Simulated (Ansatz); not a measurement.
Program: Ansatz. Geometries: PBE0-D4/def2-TZVP. ΔE: electronic, gas phase. CCSD(T)/CBS is the MP2 limit (def2-TZVPP, def2-QZVPP) plus CCSD(T) − MP2 in def2-TZVPP, frozen cores. This one scheme is used for every species. For Br outer-core shells are correlated without core-valence functions, which leaves a few kJ/mol of doubt a bond. Scalar relativity is left out up to krypton. One conformer a species, not always the lowest.

Consider the redistribution: `F[Si]Br` + `[SiH3]O[Si]S` → `F[Si]S` + `[SiH3]O[Si]Br`.

| species | CCSD(T)/CBS(def2) energy (Eh) |
| --- | --- |
| `F[Si]Br` | -2962.26094 |
| `[SiH3]O[Si]S` | -1053.58849 |
| `F[Si]S` | -787.30018 |
| `[SiH3]O[Si]Br` | -3228.55316 |

Question: Work out ΔE.

Answer: ΔE = (-787.30018) + (-3228.55316) − (-2962.26094) − (-1053.58849) = -0.00391 Eh = -10.3 kJ/mol.

Question: What do rigid-rotor, harmonic-oscillator terms from PBE0-D4/def2-TZVP frequencies (298.15 K, 1 bar) make of the CCSD(T)/CBS value? (Best estimate.)

Answer: The calculation gave: ΔZPE = +0.5 kJ/mol, ΔH = -10.2 kJ/mol, ΔS = -7 J/(mol·K), ΔG = -8.3 kJ/mol.

Largest T1 diagnostic among the species: 0.015.

Leaving LDA and LC-ωPBE aside and taking each functional with its dispersion term where it has one, the values, not all of them listed here, spread over 2.4 kJ/mol, from BHLYP-D4 to B2PLYP.
